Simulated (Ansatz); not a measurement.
Breaking the O3–H4 bond in H2OPb (SMILES [OH][PbH]) (multiplicity 1 held, fragments rigid). Energies count from the point at 0.964 Å.
Geometry at that point (charge 0, multiplicity 1):
```xyz
4

Pb    -0.120    -0.102     0.141
H     -1.486     0.021    -1.143
O      1.299     0.894    -1.058
H      0.945     1.158    -1.914
```

Restricted levels (R-, RO-) in cc, def2 and unpolarised 6-31G sets keep to the state of the molecule at rest. U- levels take the lowest unrestricted solution at each point, which mixes spins at long bonds. Active spaces are followed from a long bond inwards. Curves can end on different states.

Cores are frozen in the correlated methods. Filled d and f shells under p-block atoms count as core.

Programs: Ansatz (a first-principles code) with Gaussian orbitals.  In def2 rows elements past Kr take small-core potentials, without spin–orbit coupling.

Energies in eV.

```tsv
R (Å)	U-wB97X-V/def2-TZVPP	R-SCS-MP2/def2-TZVPP	FIC-MRCISD on CASSCF(4,3)/def2-TZVPP	FIC-MRCISD+Q on CASSCF(4,3)/def2-TZVPP
0.771	1.52	1.53	1.46	1.48
0.867	0.28	0.29	0.26	0.27
0.964	0.00	0.00	0.00	0.00
1.060	0.21	0.20	0.22	0.21
1.156	0.68	0.65	0.68	0.67
1.301	1.56	1.49	1.53	1.51
1.445	2.49	2.36	2.37	2.36
1.686	3.87	3.64	3.51	3.51
1.927	4.58	4.62	4.24	4.26
2.216	4.88	5.42	4.70	4.73
2.602	5.00	5.94	4.92	4.96
3.084	5.03	5.98	4.99	5.03
```

Doubts at one or more of the structures used: a spin-contaminated determinant (U-wB97X-V/def2-TZVPP); a restricted determinant that unrestricted orbitals would lower (R-SCS-MP2/def2-TZVPP); active orbitals that take no part (FIC-MRCISD on CASSCF(4,3)/def2-TZVPP, FIC-MRCISD+Q on CASSCF(4,3)/def2-TZVPP).
